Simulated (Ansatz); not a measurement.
C₂H₉AlOSi, charge -1, doublet, at a GFN2-xTB geometry (such geometries of metal compounds can be far from the true shape) (a state made from the parent by changing its charge; the spin is typed, not shown lowest) (a gas-phase anion, which may not be bound at this level). Base run: B3LYP/6-31G** run with Ansatz (a quantum-chemistry and plane-wave program).

Input for Ansatz:
Ansatz 0.2 input:
```yaml
crystal:
  periodic: [false, false, false]
  atoms:
    - {symbol: Al, position_ang: [-0.34881118, 1.10957421, 0.02588643]}
    - {symbol: C, position_ang: [1.57507863, 1.93532482, 0.01894674]}
    - {symbol: H, position_ang: [2.31333395, 1.44510279, 0.66935395]}
    - {symbol: H, position_ang: [1.54088226, 2.98474538, 0.34283830]}
    - {symbol: H, position_ang: [2.02336401, 1.94741159, -0.98453090]}
    - {symbol: C, position_ang: [-0.91295206, 1.10326809, 2.04201371]}
    - {symbol: H, position_ang: [-1.89113415, 0.62875202, 2.20329754]}
    - {symbol: H, position_ang: [-1.01592447, 2.13232368, 2.41326227]}
    - {symbol: H, position_ang: [-0.22115536, 0.60292991, 2.73447405]}
    - {symbol: O, position_ang: [-0.22542362, -0.59625247, -0.52258112]}
    - {symbol: Si, position_ang: [-0.03155260, -2.12172623, -0.90871916]}
    - {symbol: H, position_ang: [-0.90794084, -3.00433504, -0.11069328]}
    - {symbol: H, position_ang: [1.35467161, -2.59695235, -0.73488805]}
    - {symbol: H, position_ang: [-0.38918583, -2.32181328, -2.33268279]}
basis:
  gaussian:
    orbitals: 6-31G__.json
hamiltonian:
  xc: b3lyp
total_charge: -1
magnetization: {spin_polarized: true, initial_magnetization: 1}
```
The basis file holds 6-31G** in the JSON format of the Basis Set Exchange.

The base run was repeated with changes; each row names its change, and settings that it needs were set with it.

```
change               basis functions      E (Eh)
-------------------  ---------------  ----------
base                             128  -688.88594
basis = 3-21G                     71  -685.17326
basis = pcseg-0                   71  -687.87241
basis = 6-31G*                   101  -688.87275
basis = cc-pVDZ                  123  -688.90164
basis = pc-1                     123  -688.90154
basis = 6-311G**                 162  -688.98515
basis = 6-311++G**               191  -688.99567
basis = def2-TZVPD               281  -689.02564
basis = pc-2                     284  -689.04335
basis = pcseg-2                  284  -689.03828
basis = cc-pV(T+d)Z              294  -689.02482
basis = def2-TZVPP               303  -689.02416
```

Totals compare only among sets that treat the same electrons; sets with core potentials leave the core out.

A gas-phase anion may not be bound at this level; its values then depend on the basis.
